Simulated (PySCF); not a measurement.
Isomers of C4H12BP, from PBE0-D3(BJ)/def2-SVP geometry optimisation, gas phase in PySCF. One conformer each, no zero-point energy, no frequencies.

Problem. Which is lowest in electronic energy at this level?
A. `[CH3:1][CH2:2][CH2:3][B:4]([CH3:5])[PH2:6]` with C1–C2–C3–B4 -176°, C2–C3–B4–C5 20°, C3–B4–P6–H -138° and -38°: A = 5009, B = 1189, C = 995.7 MHz, dipole 1.32 D
B. `[PH3+:1][BH2-:2][CH:3]1[CH2:4][CH2:5][CH2:6]1` with P1–B2–C3–C4 -70°: A = 6773, B = 1352, C = 1224 MHz, dipole 4.03 D
C. `[CH3:1][B:2]([CH3:3])[P:4]([CH3:5])[CH3:6]` with C1–B2–P4–C5 150°: A = 3353, B = 2128, C = 1429 MHz, dipole 1.31 D

Solution. C. That is `CB(C)P(C)C`, 5.0 kcal/mol below the next.

| SMILES | mapped SMILES | E (Eh) | relative (kcal/mol) | relative (kJ/mol) | dipole (D) |
| --- | --- | --- | --- | --- | --- |
| CB(C)P(C)C | [CH3:1][B:2]([CH3:3])[P:4]([CH3:5])[CH3:6] | -525.28029 | 0.0 | 0.0 | 1.31 |
| CCCB(C)P | [CH3:1][CH2:2][CH2:3][B:4]([CH3:5])[PH2:6] | -525.27237 | 5.0 | 20.8 | 1.32 |
| [PH3+][BH2-]C1CCC1 | [PH3+:1][BH2-:2][CH:3]1[CH2:4][CH2:5][CH2:6]1 | -525.21485 | 41.1 | 171.8 | 4.03 |

As drawn, the highest has a four-membered ring, which the lowest lacks.
